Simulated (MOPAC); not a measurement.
Input for MOPAC: PM3 on BiF2HTe (SMILES [F][Bi]([F])[TeH]), a point of a torsion scan.

```
PM3 1SCF PRECISE CHARGE=0 THREADS=1
BiF2HTe

F     -1.39943249 1     1.57193599 1     0.39484963 1
Bi    -0.70697920 1     0.00224845 1    -0.75660269 1
F     -1.57584406 1    -1.40077759 1     0.47844638 1
Te     1.58609113 1    -0.13476695 1     0.70615623 1
H      0.75458415 1    -0.43387370 1     2.07270664 1
```

Output:

```
*******************************************************************************
 **                                                                           **
 **                              MOPAC v23.2.5                                **
 **                                                                           **
 *******************************************************************************
 ** MOPAC's Digital Object Identifier: https://doi.org/10.5281/zenodo.6511958 **
 **                                                                           **
 ** Please cite the open-source release paper for use of this MOPAC version:  **
 ** J. E. Moussa and J. J. P. Stewart (2026)                                  **
 ** MOPAC: An open-source semiempirical molecular orbital program             **
 ** J. Open Source Softw., 11(119), 8025, https://doi.org/10.21105/joss.08025 **
 *******************************************************************************

                              PM3 CALCULATION RESULTS

 *******************************************************************************
 *  PM3        - The PM3 Hamiltonian to be used
 *
 *
 *
 *                 CHARGE ON SYSTEM = 0
 *
 *
 *
 *  PRECISE    - TIGHTER CRITERIA TO BE USED
 *  1SCF       - DO 1 SCF AND THEN STOP
 *  THREADS=1  - MULTI-THREADING NOT USED
 *  T=         - A TIME OF 172800.0 SECONDS REQUESTED
 *  DUMP=N     - RESTART FILE WRITTEN EVERY 7200.0 SECONDS REQUESTED
 *******************************************************************************
PM3 1SCF PRECISE CHARGE=0 THREADS=1
 BiF2HTe

   ATOM   CHEMICAL          X               Y               Z
  NUMBER   SYMBOL      (ANGSTROMS)     (ANGSTROMS)     (ANGSTROMS)

     1       F         -1.39943249  *   1.57193599  *   0.39484963  *
     2      Bi         -0.70697920  *   0.00224845  *  -0.75660269  *
     3       F         -1.57584406  *  -1.40077759  *   0.47844638  *
     4      Te          1.58609113  *  -0.13476695  *   0.70615623  *
     5       H          0.75458415  *  -0.43387370  *   2.07270664  *



          CARTESIAN COORDINATES

    NO.       ATOM           X           Y           Z

     1         F         -1.3994      1.5719      0.3948
     2        Bi         -0.7070      0.0022     -0.7566
     3         F         -1.5758     -1.4008      0.4784
     4        Te          1.5861     -0.1348      0.7062
     5         H          0.7546     -0.4339      2.0727

  H: (PM3): J. J. P. STEWART, J. COMP. CHEM. 10, 209 (1989).
  F: (PM3): J. J. P. STEWART, J. COMP. CHEM. 10, 209 (1989).
 Te: (PM3): J. J. P. STEWART, J. COMP. CHEM. 12, 320-341 (1991).
 Bi: (PM3): J. J. P. STEWART, J. COMP. CHEM. 12, 320-341 (1991).

           Empirical Formula: H F2 Bi Te  =     5 atoms



      MOLECULAR POINT GROUP   :   C1


      RHF CALCULATION, NO. OF DOUBLY OCCUPIED LEVELS = 13


 -------------------------------------------------------------------------------
 PM3 1SCF PRECISE CHARGE=0 THREADS=1
 BiF2HTe



     1SCF WAS SPECIFIED, SO BFGS WAS NOT USED
     SCF FIELD WAS ACHIEVED


                              PM3 CALCULATION
                                                       MOPAC v23.2.5 Linux




          FINAL HEAT OF FORMATION =        -41.40869 KCAL/MOL =    -173.25396 KJ/MOL


          COSMO AREA              =        137.38 SQUARE ANGSTROMS
          COSMO VOLUME            =        137.16 CUBIC ANGSTROMS

          IONIZATION POTENTIAL    =          8.840444 EV
          HOMO LUMO ENERGIES (EV) =         -8.840 -2.618
          NO. OF FILLED LEVELS    =         13
          MOLECULAR WEIGHT        =        375.5851         POINT GROUP:  C1

          MOLECULAR DIMENSIONS (Angstroms)

            Atom       Atom       Distance
           Te     4    F     1     3.45298
           Bi     2    H     5     2.70618
            F     3    F     1     2.64173


          SCF CALCULATIONS        =          1





   ATOM   CHEMICAL          X               Y               Z
  NUMBER   SYMBOL      (ANGSTROMS)     (ANGSTROMS)     (ANGSTROMS)

     1       F         -1.39943249  *   1.57193599  *   0.39484963  *
     2      Bi         -0.70697920  *   0.00224845  *  -0.75660269  *
     3       F         -1.57584406  *  -1.40077759  *   0.47844638  *
     4      Te          1.58609113  *  -0.13476695  *   0.70615623  *
     5       H          0.75458415  *  -0.43387370  *   2.07270664  *

                             CARTESIAN COORDINATES

   1    F       -1.399432490     1.571935990     0.394849630
   2   Bi       -0.706979200     0.002248450    -0.756602690
   3    F       -1.575844060    -1.400777590     0.478446380
   4   Te        1.586091130    -0.134766950     0.706156230
   5    H        0.754584150    -0.433873700     2.072706640


           Empirical Formula: H F2 Bi Te  =     5 atoms



      MOLECULAR POINT GROUP   :   C1


                  EIGENVALUES
 -18.28771 -18.14819 -15.63322 -14.82278 -14.59748 -14.11716 -14.04936 -13.71165
 -13.50803 -12.64951 -10.91658 -10.37584  -8.84044  -2.61833  -0.84318  -0.50422
  -0.09876


              NET ATOMIC CHARGES AND DIPOLE CONTRIBUTIONS

  ATOM NO.   TYPE          CHARGE      No. of ELECS.   s-Pop       p-Pop
    1          F          -0.405553        7.4056     1.69101     5.71455
    2         Bi           0.877959        4.1220     1.97359     2.14845
    3          F          -0.405795        7.4058     1.68788     5.71791
    4         Te          -0.039073        6.0391     1.95711     4.08196
    5          H          -0.027538        1.0275     1.02754
 DIPOLE           X         Y         Z       TOTAL
 POINT-CHG.     2.419    -0.240    -5.299     5.830
 HYBRID         0.029    -0.070    -0.115     0.138
 SUM            2.448    -0.310    -5.414     5.950


          ATOMIC ORBITAL ELECTRON POPULATIONS

     Atom    s        px        py        pz
    1  F   1.69101   1.95924   1.84843   1.90688
    2 Bi   1.97359   0.91436   0.60105   0.63305
    3  F   1.68788   1.94992   1.87050   1.89749
    4 Te   1.95711   0.98515   1.92971   1.16710
    5  H   1.02754

 **********************
 *                    *
 * JOB ENDED NORMALLY *
 *                    *
 **********************




 == MOPAC DONE ==
```

The run finished.

Cost: around 0.03 core-seconds (rough).
